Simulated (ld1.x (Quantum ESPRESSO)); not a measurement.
The numbers below are computed, except where a source is named.
# Hardness and transferability of assorted potentials

Generated with ld1.x 7.5 (TM, RRKJ, ultrasoft, PAW), atompaw 4.2 or ONCVPSP 4.0.1. The cutoff is in Ry: for ld1.x and atompaw files where the sum of valence levels is converged to 10 mRy in a Bessel basis, for ONCV files where the hardest occupied wave has 1 mHa per electron of residual kinetic energy. The error is the largest all-electron minus pseudo excitation energy over each file’s own four to seven test configurations (ionisations up to +4, promotions, holes and added fractions of an electron), all of which were solved. The labels leave out finer settings (local radius, basis sizes, second energies), which also bear on the numbers. Spin-polarised tests are not counted. The rows are a selection from randomly drawn settings: files with unsolved tests, undetermined cutoffs or missed reference levels are left out.

A true bound ghost makes a file unfit for plane-wave use even where its test errors are small: the radial tests pick states by their node count and pass the ghost by.

```tsv
element	potential	cutoff (Ry)	largest error (meV)	bound ghosts
O	ultrasoft, revPBE, scalar-relativistic, rc 0.95/1.75/1.40 (spd), local smoothed, core correction no, reference 2s1.5 2p4.5	25	+444	none
Sc	TM, PBE, scalar-relativistic, rc 2.50/4.10/1.95 (spd), local smoothed, core correction yes, reference 3d1 4s2 4p0	50	-339	s
Cu	RRKJ, PBEsol, scalar-relativistic, rc 0.95/1.00/1.25 (spd), local p, core correction no, reference 3s2 3p6 3d10 4s0 4p0	160	+96	none
Ga	PAW, PBE, scalar-relativistic, rc 1.70/2.00 (sp), local smoothed, core correction yes, reference 4s2 4p1	10	-204	none
Se	TM, LDA (PZ), scalar-relativistic, rc 1.15/1.85/1.60 (spd), local p, core correction yes, reference 4s1 4p5	55	-123	s, d
Cd	TM, PBEsol, scalar-relativistic, rc 1.85/2.15/1.75 (spd), local s, core correction no, reference 5s1 5p1	18	+92	none
Sb	RRKJ, PBEsol, scalar-relativistic, rc 2.46/2.60/2.32 (spd), local s, core correction yes, reference 4d10 5s2 5p3	40	+495	none
```

**Question.** Fill in the row for Zr: RRKJ, PBE, scalar-relativistic, rc 3.00/2.25/2.60 (spd), local s, core correction yes, reference 4p6 4d2 5s2 5p0.

**Answer.** cutoff 21 Ry, largest error -1116 meV, bound ghosts: none.

**Question.** Fill in the row for Xe: TM semilocal, PBE, scalar-relativistic, rc 1.65/1.80/1.50 (spd), local d, core correction yes, reference 4d10 5s2 5p6.

**Answer.** cutoff 110 Ry, largest error -252 meV, bound ghosts: none.
